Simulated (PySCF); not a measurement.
## How good is the calculation?

Geometry:
| atom | x (Å) | y (Å) | z (Å) |
| --- | --- | --- | --- |
| O1 | 3.090 | 0.691 | 0.146 |
| C2 | 2.349 | -0.238 | -0.041 |
| C3 | 0.874 | -0.157 | -0.029 |
| C4 | 0.222 | 1.052 | 0.211 |
| C5 | -1.163 | 1.065 | 0.208 |
| C6 | -1.837 | -0.122 | -0.032 |
| C7 | -1.092 | -1.274 | -0.260 |
| N8 | 0.225 | -1.297 | -0.260 |
| H9 | 2.720 | -1.258 | -0.245 |
| H10 | 0.807 | 1.940 | 0.391 |
| H11 | -1.707 | 1.981 | 0.389 |
| H12 | -2.916 | -0.158 | -0.043 |
| H13 | -1.576 | -2.223 | -0.452 |

How the numbers were obtained: GFN2-xTB structure, σ from GIAO-PBE0/pcSseg-1, in PySCF (non-relativistic, a single conformation, isolated molecule).

Reference values: estimated from measurements, as parent shift plus tabulated substituent increment (solution, not stated per compound (mostly CDCl3 or CCl4); Pretsch, Buehlmann, Badertscher, Structure Determination of Organic Compounds, 4th ed. (2009)).
| atoms | quantity | reference | computed | computed, scaled |
| --- | --- | --- | --- | --- |
| C3 | δ ¹³C | 152.8 | 157.4 | 151.2 |
| C7 | δ ¹³C | 150.2 | 155.7 | 149.5 |
| C5 | δ ¹³C | 137.1 | 142.8 | 137.0 |
| C6 | δ ¹³C | 127.9 | 133.0 | 127.4 |
| C4 | δ ¹³C | 121.7 | 128.5 | 123.0 |
| H13 | δ ¹H | 8.80 | 9.15 | 8.72 |
| H10 | δ ¹H | 7.98 | 8.38 | 8.00 |
| H11 | δ ¹H | 7.88 | 8.20 | 7.82 |
| H12 | δ ¹H | 7.56 | 7.62 | 7.27 |

Computed shifts are σ(ref) − σ with the named reference compound (TMS for H and C) calculated as an isolated molecule at the same level. The measured values may be among those fitted. Shieldings were converted by linear fits to measured shifts (mostly CDCl3, TMS scale, for H and C): ¹³C: δ = 179.97 − 0.974σ (rms 2.1 ppm, 958 shifts, 2.3 ppm with the 13 outliers that the fit left out); ¹H: δ = 30.01 − 0.943σ (rms 0.17 ppm, 504 shifts, 0.18 ppm with the 4 outliers that the fit left out). Occasional misses reach two or three times the rms, and more in compound classes unlike the fitted ones.

Question: How far are the unscaled ¹³C shifts from the references?

Answer: Mean signed difference +5.54 ppm, mean absolute 5.54 ppm over 5 comparisons; the largest is +6.8 ppm at C4 (aromatic CH).

Question: How far are the unscaled ¹H shifts from the references?

Answer: Mean signed difference +0.28 ppm, mean absolute 0.28 ppm over 4 comparisons; the largest is +0.40 ppm at H10 (hydrogen on an aromatic CH).
